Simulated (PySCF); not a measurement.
This PySCF input asks for the NMR shieldings of SMILES COc1ccc([SiH3])[p-]1, [C₅H₈OPSi]-; the geometry comes from GFN2-xTB.

```python
import basis_set_exchange as bse
import numpy as np
from pyscf import gto, dft
from pyscf.prop import nmr

atoms = """
C    -3.158251    0.257277   -0.496155
O    -2.441828   -0.740039    0.155423
C    -1.068310   -0.511613    0.178753
C    -0.212223   -1.419371    0.780573
C     1.117412   -1.016922    0.698867
C     1.306140    0.191924    0.042168
Si    2.938266    1.003086   -0.245741
P    -0.239129    0.870062   -0.504105
H    -2.842985    0.352224   -1.545136
H    -4.215650   -0.015856   -0.448867
H    -3.002622    1.234566   -0.017429
H    -0.560179   -2.327140    1.253848
H     1.940510   -1.591801    1.107422
H     4.018334    0.204523    0.375269
H     3.081877    2.362629    0.318798
H     3.331039    1.155394   -1.665096
"""
names = dict.fromkeys(["C", "O", "Si", "P", "H"], "pcSseg-1")
basis = {el: gto.basis.parse(bse.get_basis(n, elements=[el], fmt="nwchem")) for el, n in names.items()}
mol = gto.M(atom=atoms, basis=basis, charge=-1, verbose=0)
mf = dft.RKS(mol, xc="PBE0")
mf.grids.level = 2
mf.grids.alignment = dft.numint.BLKSIZE   # the property module wants whole blocks of grid points
mf.conv_tol = 1e-9
mf.kernel()

calc = nmr.RKS(mf)   # GIAO
C = mf.mo_coeff
Co = C[:, mf.mo_occ > 0]
resp = mf.gen_response(singlet=True, hermi=2)
def vind(x):   # induced exchange potential for any number of trial vectors
    d = np.einsum("pi,xij,qj->xpq", C, 2 * x.reshape(-1, C.shape[1], Co.shape[1]), Co, optimize=True)
    return np.einsum("xpq,pi,qj->xij", resp(d - d.transpose(0, 2, 1)), C, Co, optimize=True).ravel()
mo1, _ = nmr.rhf.solve_mo1(calc, with_cphf=vind)
sigma = calc.kernel(mo1)
for i, s in enumerate(sigma):   # ppm
    w = np.linalg.eigvalsh((s + s.T) / 2)
    print("%2d %-2s iso %8.1f  s11 %8.1f  s22 %8.1f  s33 %8.1f" % (i, mol.atom_pure_symbol(i), w.mean(), *w))
```

Q: What does it print?

A: 
```
 0 C  iso    127.8  s11    101.2  s22    101.7  s33    180.4
 1 O  iso    236.8  s11    110.0  s22    298.0  s33    302.3
 2 C  iso    -12.3  s11   -110.8  s22      7.6  s33     66.2
 3 C  iso     80.9  s11     19.0  s22     77.7  s33    146.0
 4 C  iso     58.8  s11    -27.6  s22     59.7  s33    144.3
 5 C  iso     82.5  s11    -20.3  s22     93.3  s33    174.6
 6 Si iso    432.2  s11    383.5  s22    415.6  s33    497.4
 7 P  iso    274.4  s11    137.3  s22    233.3  s33    452.6
 8 H  iso     27.8  s11     24.3  s22     26.6  s33     32.7
 9 H  iso     28.0  s11     23.4  s22     26.6  s33     34.1
10 H  iso     27.8  s11     24.2  s22     26.6  s33     32.6
11 H  iso     25.4  s11     22.4  s22     25.8  s33     27.9
12 H  iso     25.0  s11     21.6  s22     24.8  s33     28.8
13 H  iso     27.4  s11     24.1  s22     25.8  s33     32.2
14 H  iso     27.1  s11     23.3  s22     25.2  s33     32.6
15 H  iso     27.0  s11     23.3  s22     25.0  s33     32.7
```

These numbers come from an equivalent density-fitted implementation of the same equations, which agrees with the script to about 0.01 ppm for H and up to a few tenths of a ppm for heavy atoms, so last digits may differ.

Q: Turn these shieldings into chemical shifts. References, each an isolated molecule treated in the same way: 13C (186.93 ppm), 29Si (349.16 ppm), 1H (31.72 ppm) against TMS; 17O (336.08 ppm) against H2O; 31P (318.38 ppm) vs H3PO4.

A: Averaging equivalent atoms: C 2: 199.3; C 4: 128.1; C 3: 106.0; C 5: 104.4; C 0: 59.2; O 1: 99.3; Si 6: -83.0; P 7: 43.9; H 12: 6.69; H 11: 6.37; H 13/14/15: 4.58; H 8/9/10: 3.82 ppm. Experimental scales use liquid or dissolved standards, which lie at an offset from isolated H2O (liquid H2O: subtract about 36 ppm) and H3PO4.

Size and cost of the density-fitted run: 190 basis functions, 30 s wall time on 1 thread of an AMD EPYC 9R14, shared host; peak memory 0.89 GiB.
